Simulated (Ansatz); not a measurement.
`N[Si](F)(F)[SiH3]` → `N[SiH](F)F` + `[SiH2]` at 700 K and 1 bar (silylene loss).

Calculated with Ansatz (gas phase, PBE0-D4/def2-TZVP geometries, no zero-point term in ΔE). CBS: MP2 limit from def2 TZ/QZ plus the TZ coupled-cluster correction, frozen cores. This one scheme is used for every species. Each species was taken in one conformer, which may not be the lowest.

```csv
species,CCSD(T)/CBS energy (Eh),H − E (kJ/mol),S (J/(mol·K))
`N[Si](F)(F)[SiH3]`,-835.62453,236.3,496.3
`N[SiH](F)F`,-545.34917,165.4,392.7
`[SiH2]`,-290.19011,56.3,240.4
```

H − E and S are ideal-gas, rigid-rotor, harmonic terms from PBE0-D4/def2-TZVP, for one conformer and one mirror image of each species. 1 Eh = 2625.50 kJ/mol, R = 8.31446 J/(mol·K).

Task: By hand: ΔE, ΔH, ΔS and ΔG.

Result: ΔE = (-545.34917) + (-290.19011) − (-835.62453) = 0.08525 Eh = 223.8 kJ/mol. Δ(H − E) = 165.4 + 56.3 − 236.3 = -14.6, so ΔH = 209.2 kJ/mol. ΔS = 392.7 + 240.4 − 496.3 = 136.8 J/(mol·K). ΔG = 209.2 − 700 × (136.8)/1000 = 113.4 kJ/mol.

Task: By hand: the equilibrium constant, and the temperature at which ΔG would vanish if ΔH and ΔS stayed fixed.

Result: log₁₀ K = −ΔG/(RT ln 10) = -8.5. ΔG = 0 at ΔH/ΔS = 1529 K.

The number of gas molecules changes by +1, which sets the sign of ΔS. A doubt of 5 kJ/mol in ΔE shifts log₁₀ K by 0.4 here. Other conformers and mirror images would add mixing entropy, several J/(mol·K) or more a flexible species. These are equilibria of isolated gas molecules and say nothing of rates. Largest T1 diagnostic: 0.014 (customary marks: 0.02 for closed shells, 0.045 for open ones).
